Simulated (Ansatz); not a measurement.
The same path of Cl₂GeH₂O (6 atoms, charge 0, multiplicity 1) was run twice with different band settings. Lost on the way: Ge1–Cl2, Ge1–H3. Made: Cl2–H3.

These are results of Ansatz 0.2.0, RHF/def2-SVP, not measurements.

Relaxed end points:

```xyz
6
Properties=species:S:1:pos:R:3
Ge 0.282 -0.038 -0.021
Cl 0.428 0.071 2.118
H 1.648 0.013 -0.659
O -0.665 1.294 -0.603
H -1.555 1.385 -0.298
Cl -0.718 -1.879 -0.490
```

```xyz
6
Properties=species:S:1:pos:R:3
Ge -0.225 0.033 -1.286
Cl 1.670 0.064 1.770
H 2.808 -0.074 1.215
O -1.271 1.340 -0.771
H -2.076 1.147 -0.308
Cl -1.486 -1.664 -0.575
```

Common settings: spring 5.0 eV/Å²; optimiser quadratic models (default); start path through a guess of the saddle point; force threshold 0.05 eV/Å; iteration limit 60; end points relaxed.

| run | movable images | climbing image |
| --- | --- | --- |
| 1 | 7 | yes |
| 2 | 8 | no |

Q: What does each run give, and how far can it be trusted?

A: Run 1: converged after 17 iterations, highest image 3.115 eV above the first end. Neighbouring images differ by up to 1.6 eV, so the band resolves the path poorly. A vibrational analysis at the climbing image gives one clearly imaginary mode, 1509i cm⁻¹: a first-order saddle point.
Run 2: converged after 19 iterations, highest image 3.050 eV above the first end. Neighbouring images differ by up to 1.6 eV, so the band resolves the path poorly. No image climbed, so the highest image needn't sit at the top of the path.
The orbitals stay closed-shell, which can raise the energy where a bond breaks towards radicals; this wasn't checked here.
